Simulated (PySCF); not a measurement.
Computed properties of CHOS, SMILES [OH+]=C=S, charge +1

CHOS, SMILES [OH+]=C=S, charge +1. Geometry optimised at B3LYP-D3(BJ)/def2-TZVP. The isomer is the one that the SMILES or the coordinates give; other isomers of the formula were not compared. Other conformers were not sampled. All values are computed for the isolated molecule unless a solvent is named; none is compared with measurement here.

**Structure.** The optimised structure has Cs symmetry. All 6 harmonic modes at B3LYP-D3(BJ)/def2-TZVP (PySCF) are real, so it is a minimum. With heavy atoms numbered as in [OH+:1]=[C:2]=[S:3], the shortest bond between them is O1–C2 at 1.231 Å and the longest C2–S3 at 1.498 Å.

**Vibrations.** The strongest infrared lines (harmonic, unscaled, degenerate partners summed) lie at 3556 cm⁻¹ (605 km/mol, H 94 %), 1928 cm⁻¹ (529 km/mol, C 76 %, O 17 %), 1022 cm⁻¹ (309 km/mol, H 76 %, O 15 %, C 9 %). The softest mode is at 444 cm⁻¹ and the zero-point energy is 11.9 kcal/mol.

**Electronic structure.** CAM-B3LYP/def2-TZVPD (PySCF) places the frontier levels at -17.30 and -7.69 eV, a gap of 9.61 eV and a mean polarisability of 29.1 bohr³.

**Excitations.** TDA-M06-2X/def2-SVPD (PySCF) has S1 at 4.68 eV (265 nm, f = 0.000, dark); the most intense of the 10 singlets computed lies at 10.08 eV (f = 0.98). T1 (TDA) is at 4.37 eV, 0.31 eV under S1. No vertical singlet excitation falls in the visible range (under 3.1 eV).

**NMR.** GIAO shifts at KT2/pcSseg-2 (PySCF) (non-relativistic, atoms alike by connectivity averaged): ¹³C at 150.9 ppm against TMS; ¹H at 8.7 ppm against TMS.
